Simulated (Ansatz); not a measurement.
`[OH][AlH]/[CH]=C/F` and `F/C=C\I` differ in one atom or group (the configuration at the double bond changes too).

Ansatz, PBE0-D4/def2-TZVP geometries, multiplicity 1. Each molecule was computed in one conformer, which needn't be the lowest.

Elements past krypton have def2 core potentials.

```
                                        property  `[OH][AlH]/[CH]=C/F`
           HOMO energy (ωB97M-V/def2-TZVPP) / eV                -10.04
size of the dipole moment (B3LYP/def2-TZVPP) / D                  1.84
               LUMO energy (PBE/def2-TZVPP) / eV                 -1.93
               HOMO energy (PBE/def2-TZVPP) / eV                 -6.60
           LUMO energy (ωB97M-V/def2-TZVPP) / eV                  0.65
              LUMO energy (PBE0/def2-TZVPP) / eV                 -1.12
```

(1) What does the change do to each property? (Estimate.)

Answers

(1) Computed: 
| property | `F/C=C\I` | shift |
| --- | --- | --- |
| HOMO energy (ωB97M-V/def2-TZVPP) / eV | -9.17 | 0.87 |
| size of the dipole moment (B3LYP/def2-TZVPP) / D | 1.77 | -0.07 |
| LUMO energy (PBE/def2-TZVPP) / eV | -1.68 | 0.25 |
| HOMO energy (PBE/def2-TZVPP) / eV | -5.96 | 0.64 |
| LUMO energy (ωB97M-V/def2-TZVPP) / eV | 1.24 | 0.59 |
| LUMO energy (PBE0/def2-TZVPP) / eV | -0.75 | 0.37 |

With PBE0 the HOMO rises by 0.74 eV and the LUMO rises by 0.37 eV, so the gap narrows by about 0.37 eV. PBE moves the HOMO by 0.64 eV and ωB97M-V by 0.87 eV. Dipoles are sizes alone; their direction can turn.

B3LYP here is the variant with VWN-RPA as its local correlation; programs differ in this.

Spin–orbit coupling is left out; it splits and shifts lone-pair levels of the heavy atoms by tenths of an eV.
